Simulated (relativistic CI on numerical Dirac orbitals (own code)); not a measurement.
# Re⁵⁺ (5d2) in a crystal field

Calculated by Dirac-Coulomb-Breit CI, orbitals from a KLI potential per configuration, model QED (radiative potential, 1s self-energy scaled to tabulated hydrogen-like ionisation energies), valence Slater integrals scaled by 0.7, one configuration in a parametric crystal field (own radial code).

Field parameters in Wybourne normalisation: Td as Oh with Dq negative (B⁴₀ = 21Dq, B⁴₄ = √(5/14) B⁴₀). The field is a parameter set, without covalency.

S is read from ⟨S²⟩ = S(S + 1).

Levels (cm⁻¹, degeneracy): 0 (3), 7351 (2), 16024 (1), 16310 (1), 16557 (3), 17575 (3), 19226 (2), 23866 (3), 24037 (3), 25215 (2), 26025 (1), 26118 (3).

Problem. Which field gives this pattern?
A. Td, 10Dq = -8000 cm⁻¹
B. Td, 10Dq = -13200 cm⁻¹
C. Td, 10Dq = -13100 cm⁻¹
D. Td, 10Dq = -15450 cm⁻¹

Solution. D. Td, 10Dq = -15450 cm⁻¹, ground level with S = 0.98.
